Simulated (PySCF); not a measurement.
PySCF input file for B(F)(NCO)(OMe) (C2H3BFNO2), SMILES COB(F)N=C=O, PBE/pcSseg-1. Geometry: r2SCAN-D4/def2-SVP. The structure was generated by enumeration, and PubChem lists no compound with its InChIKey, so it may never have been made. Other conformers were not sampled.

```python
import numpy as np
from pyscf import gto, scf, dft
from pyscf.prop.nmr import rks as nmr

mol = gto.M(
    atom='''
    B     0.58326089    0.53808532   -0.00000000
    F     1.90769344    0.41070224    0.00000000
    N    -0.24128293   -0.63782025    0.00000000
    C    -0.33290718   -1.84222099   -0.00000000
    O    -0.51279445   -2.99740170    0.00000000
    O     0.07427568    1.77942343    0.00000000
    C    -1.31105633    2.06673097   -0.00000000
    H    -1.55251003    2.66304918    0.89305607
    H    -1.55251003    2.66304918   -0.89305606
    H    -1.91961365    1.14866290    0.00000000
    ''',
    basis='pcSseg-1',
    charge=0,
    spin=0,
    max_memory=1600,
    verbose=3,
)
mf = dft.RKS(mol, xc='pbe')
mf.grids.level = 3
mf.conv_tol = 1e-10
mf.max_cycle = 100
mf.kernel()
n = nmr.NMR(mf)
n.verbose = 2
n.max_cycle_cphf = 60
sigma = n.kernel()
print('atom   isotropic/ppm   span/ppm')
for i, s in enumerate(sigma):
    w = np.linalg.eigvalsh((s + s.T) / 2)
    print(f'{mol.atom_symbol(i):2s}{i + 1:3d} {w.mean():14.3f} {w[2] - w[0]:11.3f}')
```

Program output:

```
converged SCF energy = -407.592699845366
atom   isotropic/ppm   span/ppm
B   1         82.331      32.840
F   2        257.223     225.648
N   3        204.779     193.560
C   4         55.126     322.747
O   5        167.927     279.233
O   6        216.165     271.159
C   7        122.805      83.640
H   8         27.456       9.566
H   9         27.456       9.566
H  10         27.012       7.696
```

The calculation finished and met its thresholds.
